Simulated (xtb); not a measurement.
xtb input:

```bash
xtb mol.xyz --gfn 2 --sp --chrg 0 --uhf 0
```
mol.xyz:
```
17

W      0.00000000     0.00000000     0.00000000
C     -0.52460563    -0.89506419     1.82114231
C     -0.00400458     2.09230216     0.12314995
C     -1.42518648    -0.70935651    -1.36329274
C      1.95379669    -0.48788146    -0.58099952
H      0.28166233    -0.45047733     2.43379165
H     -0.42797818    -1.98526134     1.88708285
H     -1.48140969    -0.59694538     2.26596362
H      0.13573230     2.64716278    -0.81216718
H      0.62030664     2.54723930     0.90127754
H     -1.05994540     2.21319405     0.42882761
H     -1.41044499    -1.78266805    -1.58689922
H     -2.46387651    -0.39435209    -1.20801845
H     -1.04428036    -0.17705630    -2.25471392
H      1.82256343    -1.58566041    -0.60790534
H      2.75612238    -0.26754935     0.13310278
H      2.27154804    -0.16762586    -1.58034194
```

Which total energy does the run end on?

-17.04564 Eh (GFN2-xTB).

This is an excited singlet: at this geometry the triplet lies 0.57 eV lower at RI-MP2/CBS(def2-TZVPPD,def2-QZVPPD)+[CCSD(T)-MP2]/def2-TZVPPD.
